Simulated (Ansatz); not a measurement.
**Ligand exchange: C3H7Br + CuF → C3H7F + CuBr**

Species: C3H7Br (2-bromopropane) `CC(C)Br`, singlet; CuF (fluorocopper), singlet; C3H7F (2-fluoropropane) `CC(C)F`, singlet; CuBr (copper(i) bromide), singlet. The partners trade Br for F: C–Br and Cu–F bonds give way to C–F and Cu–Br.

Shapes, held fixed at every level: PBE0-D4/def2-TZVP. Programs: Ansatz 0.2.0. The zero-point and thermal change to 298 K, harmonic and unscaled (PBE0-D4/def2-TZVP), is +2.5 kJ/mol.

```tsv
level	kind	ΔH(298 K) (kJ/mol)	CPU time (sum over the molecules)
HF/def2-SVP	Hartree–Fock	-161.1	–
HF/def2-TZVPP	Hartree–Fock	-142.3	–
PBE-D4/def2-TZVPP	GGA	-93.6	19 s
r2SCAN-D4/def2-TZVPP	meta-GGA	-103.4	38 s
B3LYP-D4/def2-TZVPP	global hybrid	-102.4	32 s
PBE0-D4/def2-TZVPP	global hybrid	-109.7	22 s
wB97M-V/def2-TZVPP	range-separated hybrid	-106.7	81 s
```

wB97M-V/def2-TZVPP gives ΔH(298 K) = -106.7 kJ/mol; the levels span -161.1 to -93.6. The median of the levels is -106.7. No measured value is set beside it here. Relativity is left out for Br, Cu. Times are processor times on shared x86 and Arm servers, and rough.
